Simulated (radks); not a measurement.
The numbers below are computed, except where a source is named.
The mean radii <r> (bohr) of the occupied orbitals of an atom or ion are listed with their occupations. Code: a radial shooting solver on a logarithmic mesh with Libxc functionals. Model: scalar-relativistic Kohn-Sham, LDA (Slater exchange, Perdew-Wang correlation), spin-unpolarised, spherical densities, finite nucleus; Fermi nuclear charge, rms radius of each element as measured or else 0.836 A^(1/3) + 0.57 fm.

orbital  occ.      <r>
1s          2  0.02039
2s          2  0.08576
2p          6  0.07594
3s          2   0.2097
3p          6   0.2053

Name the element and its charge.

Answer. Z = 68, erbium, charge +50: Er50+ in [Ar]. The 1s radius gives Z: for a bare nucleus <r> = (2 gamma + 1)/(2Z) with gamma = sqrt(1 - (Z/c)^2), 0.02012 bohr for Z = 68, and screening makes it slightly larger (0.02039 here). The occupations add up to 18, and the charge is Z minus that.
